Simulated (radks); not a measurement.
Species: the hafnium ion Hf3+. Configuration: [Xe] 4f14 5d1.

All-electron calculation, Dirac Kohn-Sham, BLYP, spin-unpolarised, spherical densities, point nucleus; open shells fill j = l - 1/2 first. Program: a radial shooting solver on a logarithmic mesh with Libxc functionals.

Energy parts (hartree):
total: -15097.0125
kinetic: 16892.1355
electron-nucleus: -37532.7305
Hartree: 5853.5059
exchange-correlation: -309.9235

Orbitals (lengths in bohr, moments of r in powers of bohr; r(max) is where P^2 peaks):
\begin{tabular}{lrrrrr}
orbital & occ. & eigenvalue (hartree) & <1/r> & r(max) & <r> \\ \hline
1s1/2 & 2 & -2397.355 & 83.85 & 0.01190 & 0.01898 \\
2s1/2 & 2 & -410.5545 & 20.32 & 0.06824 & 0.07976 \\
2p1/2 & 2 & -392.1414 & 20.28 & 0.05091 & 0.06611 \\
2p3/2 & 4 & -348.3234 & 17.23 & 0.05753 & 0.07384 \\
3s1/2 & 2 & -94.29854 & 7.453 & 0.1924 & 0.2082 \\
3p1/2 & 2 & -86.14076 & 7.368 & 0.1804 & 0.1981 \\
3p3/2 & 4 & -76.75093 & 6.580 & 0.1940 & 0.2125 \\
3d3/2 & 4 & -62.95070 & 6.472 & 0.1523 & 0.1863 \\
3d5/2 & 6 & -60.90280 & 6.284 & 0.1561 & 0.1908 \\
4s1/2 & 2 & -19.78292 & 3.125 & 0.4377 & 0.4681 \\
4p1/2 & 2 & -16.44232 & 3.014 & 0.4382 & 0.4746 \\
4p3/2 & 4 & -14.29232 & 2.739 & 0.4673 & 0.5075 \\
4d3/2 & 4 & -8.80504 & 2.520 & 0.4659 & 0.5286 \\
4d5/2 & 6 & -8.41145 & 2.453 & 0.4752 & 0.5401 \\
4f5/2 & 6 & -1.64427 & 1.937 & 0.4517 & 0.6676 \\
4f7/2 & 8 & -1.58000 & 1.906 & 0.4570 & 0.6797 \\
5s1/2 & 2 & -3.44810 & 1.186 & 1.015 & 1.131 \\
5p1/2 & 2 & -2.49651 & 1.056 & 1.097 & 1.254 \\
5p3/2 & 4 & -2.20392 & 0.9626 & 1.182 & 1.357 \\
5d3/2 & 1 & -1.00926 & 0.6634 & 1.561 & 1.929 \\
5d5/2 & 0 & -0.98421 & 0.6456 & 1.603 & 1.977 \\
6s1/2 & 0 & -0.96128 & 0.4583 & 2.547 & 2.785 \\
6p1/2 & 0 & -0.74913 & 0.3963 & 2.946 & 3.216 \\
6p3/2 & 0 & -0.70409 & 0.3747 & 3.135 & 3.398 \\
\end{tabular}

The highest occupied level is 5d3/2 at -27.463 eV. Summed over all electrons, <r^2> = 33.70 bohr^2, which gives a Langevin (diamagnetic) susceptibility term of -26.7 x 10^-6 cm^3/mol. For comparison, the ionisation energy in NIST's Atomic Spectra Database is 33.37 eV (semi-empirical). In exact Kohn-Sham theory the highest level is minus the ionisation energy, but local and semilocal functionals leave it too shallow, through self-interaction and a potential that decays too fast; potentials with the right tail come closer. The density falls to 0.001 e/bohr^3 at r = 3.29 bohr.

Beside tabulated values, note that spin-unpolarised runs miss the spin-polarisation part of the exchange energy of open shells.
